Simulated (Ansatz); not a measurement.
Species: cyclobuten-1-yloxysilane, C$_{4}$H$_{8}$OSi, net charge 0, singlet state. SMILES: O(C1=CCC1)[SiH3]
Geometry from a B3LYP-D3(BJ)/def2-TZVP (Ansatz, an electronic-structure program) optimisation:
```
C
C 1 1.3356
O 1 1.3488 2 132.79
H 2 1.0798 1 134.12 3 -0.02
C 1 1.5125 2 96.10 4 -179.96
H 5 1.0920 1 115.93 2 114.98
H 5 1.0921 6 109.18 1 -133.17
C 2 1.5197 4 133.12 1 -179.96
H 8 1.0918 2 115.92 4 -64.92
H 8 1.0918 9 109.05 2 -133.01
Si 3 1.6605 1 126.46 2 179.20
H 11 1.4739 3 105.33 1 179.67
H 11 1.4810 12 110.64 3 119.64
H 11 1.4810 12 110.63 13 120.74
```
Charge 0, spin multiplicity 1.

Property: atomisation energy (electronic, to ground-state atoms); the coupled-cluster value holds the core correlation from cc-pwCVTZ, in kcal/mol. Correlated levels leave the core frozen unless marked. UHF or UKS for open shells. Spin-orbit coupling is left out. Non-relativistic. CBS marks a two-point X^-3 extrapolation of the correlation energy; Hartree-Fock from the larger set.

Level to compare with: CCSD(T)/CBS(cc-pV(T+d)Z,cc-pV(Q+d)Z) plus the core term (Ansatz), 1341.0 kcal/mol. It is a level with limits of its own, and the differences hold the functionals' basis error too.

Question: Rank these functionals by how close they come to CCSD(T)/CBS(cc-pV(T+d)Z,cc-pV(Q+d)Z), closest first: HSE06/def2-TZVPD (Ansatz); BLYP/def2-TZVPD (Ansatz); SVWN5/def2-TZVPD (Ansatz); B3LYP/def2-TZVPD (Ansatz).

Answer: HSE06/def2-TZVPD (screened hybrid, 1339.3 kcal/mol, difference -1.7), B3LYP/def2-TZVPD (global hybrid, 1323.6 kcal/mol, difference -17.4), BLYP/def2-TZVPD (GGA, 1315.7 kcal/mol, difference -25.3), SVWN5/def2-TZVPD (LDA, 1531.5 kcal/mol, difference 190.5)
